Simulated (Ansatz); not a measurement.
Diatomic AlS, multiplicity 2 (the spin of the measured ground state).

Seven points along R, fitted to fifth degree in 1/R; most abundant isotopes. Runs in def2 and cc sets follow the lowest solution found near the PBE0 minimum.

Frozen-core correlation. CBS(a, b) extrapolates the correlation energy as X⁻³ and adds the Hartree–Fock energy of set b.

Programs: Ansatz (Gaussian basis) for Hartree–Fock, density functionals and correlated methods. Each number belongs to the level named beside it.

Quantity: ω_e, from seven points a level.

Costs are ratios of core time to PBE/def2-TZVPP (roughly 9 s), for whole runs (searches for the state included, and forces where a run took them) on one shared machine, so rough; each error counts from the measured 617.12 cm⁻¹ [Irikura, J. Phys. Chem. Ref. Data 36, 389 (2007)].

| level | basis functions | cost |
|---|---|---|
| SVWN5/def2-TZVPP | 84 | ×0.7 |
| PBE/def2-TZVPP | 84 | ×1 |
| BHLYP/def2-TZVPP | 84 | ×1 |
| B2PLYP/def2-TZVPP | 84 | ×2 |
| B97M-V/def2-TZVPP | 84 | ×3 |
| wB97X-V/def2-TZVPP | 84 | ×3 |
| CCSD(T)/def2-TZVPP | 84 | ×4 |
| CCSD(T)/aug-cc-pV(T+d)Z | 110 | ×10 |
| CCSD(T)/def2-QZVPP | 140 | ×20 |
| CCSD(T)/CBS(def2-TZVPP, def2-QZVPP) | - | ×20 |
| CCSD(T)/aug-cc-pV(Q+d)Z | 178 | ×40 |
| CCSD(T)/CBS(aug-cc-pV(T+d)Z, aug-cc-pV(Q+d)Z) | - | ×50 |

Problem. Which is the cheapest listed level whose error stays within 6 cm⁻¹?

Solution. SVWN5/def2-TZVPP (1 cm⁻¹, cost ×0.7).

Problem. What does the step from CCSD(T)/aug-cc-pV(T+d)Z to CCSD(T)/aug-cc-pV(Q+d)Z cost and buy?

Solution. 110 to 178 functions, cost ×4 (rough); the error goes from -8 to 5 cm⁻¹.

Each error (cm⁻¹): SVWN5/def2-TZVPP 1; PBE/def2-TZVPP -17; BHLYP/def2-TZVPP -9; B2PLYP/def2-TZVPP 3; B97M-V/def2-TZVPP 13; wB97X-V/def2-TZVPP 6; CCSD(T)/def2-TZVPP -2; CCSD(T)/aug-cc-pV(T+d)Z -8; CCSD(T)/def2-QZVPP 6; CCSD(T)/CBS(def2-TZVPP, def2-QZVPP) 12; CCSD(T)/aug-cc-pV(Q+d)Z 5; CCSD(T)/CBS(aug-cc-pV(T+d)Z, aug-cc-pV(Q+d)Z) 12.

Ansatz is a first-principles code.
